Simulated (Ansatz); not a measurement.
Consider the ligand exchange at the Al–C bond: `N#C[CH2][AlH2]` + `N[SiH2][GeH3]` → `[AlH2][NH][SiH2][GeH3]` + `CC#N`.

Calculated with Ansatz (gas phase, PBE0-D4/def2-TZVP geometries, no zero-point term in ΔE). CCSD(T)/CBS adds triple-zeta CCSD(T) − MP2 to the extrapolated MP2 energy (def2 sets, frozen cores). This one scheme is used for every species. DFT in def2-TZVPP. B3LYP here is the variant with VWN-RPA as its local correlation; programs differ in this. For Ge outer-core shells are correlated without core-valence functions, which leaves a few kJ/mol of doubt a bond. Scalar relativity is left out up to krypton. One conformer a species, not always the lowest.

`N#C[CH2][AlH2]`:

```xyz
8

N    -2.383   -0.263   -0.149
C    -1.384    0.306   -0.033
C    -0.060    0.855    0.096
Al    0.965   -0.845   -0.050
H     0.057    1.353    1.060
H     0.145    1.559   -0.713
H     1.398   -1.322   -1.492
H     1.262   -1.643    1.279
```

`N[SiH2][GeH3]`:

```xyz
10

N     1.640    0.670   -0.331
Si    0.598   -0.675   -0.064
Ge   -1.589    0.146    0.382
H     1.378    1.383   -0.993
H     2.639    0.536   -0.328
H     1.127   -1.423    1.108
H     0.502   -1.655   -1.191
H    -2.046    1.094   -0.745
H    -1.643    0.930    1.704
H    -2.606   -1.007    0.459
```

`[AlH2][NH][SiH2][GeH3]`:

Cartesian coordinates in Å:
```
Al -0.178 2.636 0.231
N 0.613 1.038 0.275
Si -0.016 -0.477 0.824
Ge -0.087 -2.099 -0.922
H 0.656 3.845 -0.359
H -1.655 2.743 0.780
H 1.557 0.994 -0.089
H -1.395 -0.224 1.321
H 0.787 -1.044 1.946
H 1.315 -2.296 -1.532
H -1.025 -1.647 -2.058
H -0.574 -3.469 -0.417
```

`CC#N`:

Cartesian coordinates in Å:
```
C 0.362 -0.324 -0.027
C -0.716 0.641 0.054
N -1.571 1.406 0.119
H 0.121 -1.095 -0.761
H 1.287 0.171 -0.329
H 0.517 -0.797 0.943
```

| level | ΔE (kJ/mol) | difference from CCSD(T)/CBS |
| --- | --- | --- |
| revPBE-D4 | -96.8 | 10.6 |
| BLYP-D4 | -105.5 | 1.9 |
| B97M-V | -105.8 | 1.6 |
| BLYP | -103.3 | 4.1 |
| r2SCAN | -102.2 | 5.2 |
| PBE0 | -98.0 | 9.4 |
| B3LYP | -104.4 | 3.0 |
| BHLYP | -107.6 | -0.2 |
| CAM-B3LYP | -106.6 | 0.8 |
| MP2/def2-SVP | -117.0 | -9.6 |
| MP2/def2-TZVPP | -108.7 | -1.3 |
| CCSD(T)/def2-TZVPP | -109.1 | -1.7 |
| HF/def2-QZVPP | -112.8 | -5.4 |
| MP2/def2-QZVPP | -107.8 | -0.4 |
| SCS-MP2/def2-QZVPP | -110.2 | -2.8 |
| CCSD/CBS(def2) | -108.0 | -0.6 |
| CCSD(T)/CBS | -107.4 | 0 |

What do rigid-rotor, harmonic-oscillator terms from PBE0-D4/def2-TZVP frequencies (298.15 K, 1 bar) make of the CCSD(T)/CBS value? (Best estimate.)

The calculation gave: ΔZPE = +3.2 kJ/mol, ΔH = -105.0 kJ/mol, ΔS = -24 J/(mol·K), ΔG = -97.7 kJ/mol. Modes under 50 cm⁻¹ make the entropy rough.

Largest T1 diagnostic among the species: 0.013.

In def2-TZVPP, CCSD(T) changes the Hartree–Fock value by +3.3 kJ/mol (the triples alone add +0.6 kJ/mol) and MP2 by +3.8 kJ/mol. Leaving LDA and LC-ωPBE aside and taking each functional with its dispersion term where it has one, the values, not all of them listed here, spread over 13.3 kJ/mol, from BHLYP-D4 to revPBE-D4.
